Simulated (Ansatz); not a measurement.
`[SiH3]C(Cl)(Cl)[TeH]` + `C=[CH][GeH3]` → `C=[C]([GeH3])[TeH]` + `[SiH3]C(Cl)Cl`  (formal exchange of groups at a Te–C bond)

Calculated with Ansatz (gas phase, PBE0-D4/def2-TZVP geometries, no zero-point term in ΔE). CCSD(T)/CBS is the MP2 limit (def2-TZVPP, def2-QZVPP) plus CCSD(T) − MP2 in def2-TZVPP, frozen cores. def2 core potentials past Kr. For Ge, Te outer-core shells are correlated without core-valence functions, which leaves a few kJ/mol of doubt a bond. Scalar relativity is left out up to krypton.

```json
{"species": "`[SiH3]C(Cl)(Cl)[TeH]`", "MP2/CBS(def2) energy (Eh)": "-1516.72085"}
{"species": "`C=[CH][GeH3]`", "MP2/CBS(def2) energy (Eh)": "-2155.73110"}
{"species": "`C=[C]([GeH3])[TeH]`", "MP2/CBS(def2) energy (Eh)": "-2423.46557"}
{"species": "`[SiH3]C(Cl)Cl`", "MP2/CBS(def2) energy (Eh)": "-1248.99059"}
```

**Question.** Work out ΔE.

**Answer.** ΔE = (-2423.46557) + (-1248.99059) − (-1516.72085) − (-2155.73110) = -0.00421 Eh = -2.6 kcal/mol. CCSD(T)/CBS gives -3.4 kcal/mol.

Largest T1 diagnostic among the species: 0.012.

The D4 term adds +1.4 kcal/mol with B3LYP and +0.7 kcal/mol with PBE0; it sums over pairs of atoms, weighted by their polarisabilities, and B3LYP, whose exchange is more repulsive, gets the larger term. In def2-TZVPP, CCSD(T) changes the Hartree–Fock value by +2.4 kcal/mol (the triples alone add +0.5 kcal/mol) and MP2 by +3.1 kcal/mol.

B3LYP here is the variant with VWN-RPA as its local correlation; programs differ in this.
